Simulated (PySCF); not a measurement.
Gas-phase reaction: ZrCl4.H2O + O → ZrCl2(OH)2 + Cl2

Energies from PySCF (xtb for GFN2), thermal terms from the rigid-rotor harmonic-oscillator model, ideal gas at 1 bar. † marks an energy on the PBE0/def2-TZVP geometry and frequencies; other levels use their own. Open shells (unrestricted): O (multiplicity 3, electronic degeneracy 9); the rest are closed-shell singlets. GFN2 has no spin-polarisation term. Spin-orbit splitting is ignored; it lowers the true energy and changes the entropy of O. Zr: scalar-relativistic def2 core potential, no spin-orbit coupling. Adducts (ZrCl4.H2O) have no counterpoise correction, and HF, PBE, BLYP, B3LYP and PBE0 lack dispersion. ZrCl4.H2O, ZrCl2(OH)2: computed as isolated molecules; such fragments, hydroxides, amides, oligomers or adducts are transient or little studied in the gas. The harmonic model lacks anharmonicity and excited electronic states, which grow with temperature; levels with a mode under 35 cm⁻¹ are left out. Soft modes under 120 cm⁻¹ make the harmonic entropy rough for ZrCl4.H2O, ZrCl2(OH)2.

ΔH° and ΔS° at 298 K: GFN2-xTB -465 kJ, 19 J/K; HF/def2-TZVP† 7 kJ, 10 J/K; PBE/def2-SVP -229 kJ, 7 J/K.

Problem. With the heat capacities included, give log10 K (1 bar) at 1000, 1200, 1600, 1800, 2000 K from GFN2-xTB, HF/def2-TZVP†, PBE/def2-SVP.

Solution. 
```
T (K)  GFN2-xTB  HF/def2-TZVP†  PBE/def2-SVP
-----  --------  -------------  ------------
1000       25.1            0.0          12.2
1200       21.0            0.0          10.1
1600       15.9            0.0           7.6
1800       14.2            0.0           6.7
2000       12.8            0.0           6.0
```
